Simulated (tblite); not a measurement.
zinc atom (Zn), singlet (GFN-xTB shapes and energies of metal compounds can be far from the true ones); tblite with GFN1-xTB.

Input for tblite:
```
$ tblite run mol.xyz --method gfn1 --charge 0 --spin 0 --etemp 2000 --json tblite.json --no-restart

# file mol.xyz
1

Zn     0.00000000     0.00000000     0.00000000
```

### Question
Predict the main parts of the log of this tblite run.

### Answer

```
xTB calculator
 | screened Coulomb repulsion
 | Coulomb electrostatics
 |  * isotropic Klopman-Ohno-Mataga-Nishimoto electrostatics
 |  * onsite third-order electrostatics
 | DFT-D3(BJ) dispersion correction

halogen bonding energy    0.0000000000000E+00 Eh
repulsion energy          0.0000000000000E+00 Eh
dispersion energy         0.0000000000000E+00 Eh
number of electrons       2.0000000000000E+00 e
integral cutoff           3.9672993110968E+01 bohr

------------------------------------------------------------
  cycle        total energy    energy error   density error
------------------------------------------------------------
      1    -0.8278490095538  -8.2784901E-01   2.1827064E-08
      2    -0.8278490095538   0.0000000E+00   1.3096239E-08
------------------------------------------------------------

electronic energy        -8.2784900955380E-01 Eh
total energy             -8.2784900955380E-01 Eh

Post processing:
 | Mayer-Wiberg bond orders

[Info] JSON dump of results written to 'tblite.json'
```
